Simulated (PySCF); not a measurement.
## Correlation energy of F (fluorine, neutral)

[He] 2s2 2p5, 2P determinant. Computed with PySCF 2.14 in x2c-QZVPPall, with scalar relativity by spin-free X2C-1e. Frozen: 1s2; 7 electrons correlated.

```
  level  correlation energy (mhartree)
   CCSD                        -230.82
    (T)                          -4.65
CCSD(T)                        -235.47
```

Diagnostics: T1 = 0.0065, D1 = 0.0115, largest double amplitude 0.027.

Cost of the coupled-cluster step: about 7 core-seconds, for 7 correlated electrons.

Iterations:

```
CC2 = 0
CCSD nocc = (np.int64(4), np.int64(3)), nmo = (56, 56)
frozen orbitals [[0], [0]]
max_cycle = 100
direct = 0
conv_tol = 1e-08
conv_tol_normt = 1e-06
diis_space = 8
diis_start_cycle = 0
Init t2, MP2 energy = -0.22038524543422
Init E_corr(UCCSD) = -0.22038524543821
cycle = 1  E_corr(UCCSD) = -0.227498053872771  dE = -0.00711280843  norm(t1,t2) = 0.0270222
cycle = 2  E_corr(UCCSD) = -0.230026009197982  dE = -0.00252795533  norm(t1,t2) = 0.00776543
cycle = 3  E_corr(UCCSD) = -0.230658877676154  dE = -0.000632868478  norm(t1,t2) = 0.00381165
cycle = 4  E_corr(UCCSD) = -0.23084532628064  dE = -0.000186448604  norm(t1,t2) = 0.00141919
cycle = 5  E_corr(UCCSD) = -0.230812897883736  dE = 3.24283969e-05  norm(t1,t2) = 0.000599324
cycle = 6  E_corr(UCCSD) = -0.230816921655726  dE = -4.02377199e-06  norm(t1,t2) = 9.71355e-05
cycle = 7  E_corr(UCCSD) = -0.230820478092961  dE = -3.55643724e-06  norm(t1,t2) = 2.25024e-05
cycle = 8  E_corr(UCCSD) = -0.230819622049903  dE = 8.56043058e-07  norm(t1,t2) = 6.44036e-06
cycle = 9  E_corr(UCCSD) = -0.230819666257813  dE = -4.42079096e-08  norm(t1,t2) = 1.48779e-06
cycle = 10  E_corr(UCCSD) = -0.230819684066321  dE = -1.78085081e-08  norm(t1,t2) = 2.67873e-07
cycle = 11  E_corr(UCCSD) = -0.230819681581141  dE = 2.48517981e-09  norm(t1,t2) = 7.00912e-08
UCCSD converged
E(UCCSD) = -99.73391215931976  E_corr = -0.230819681581141
UCCSD(T) correction = -0.00464766926635055
```
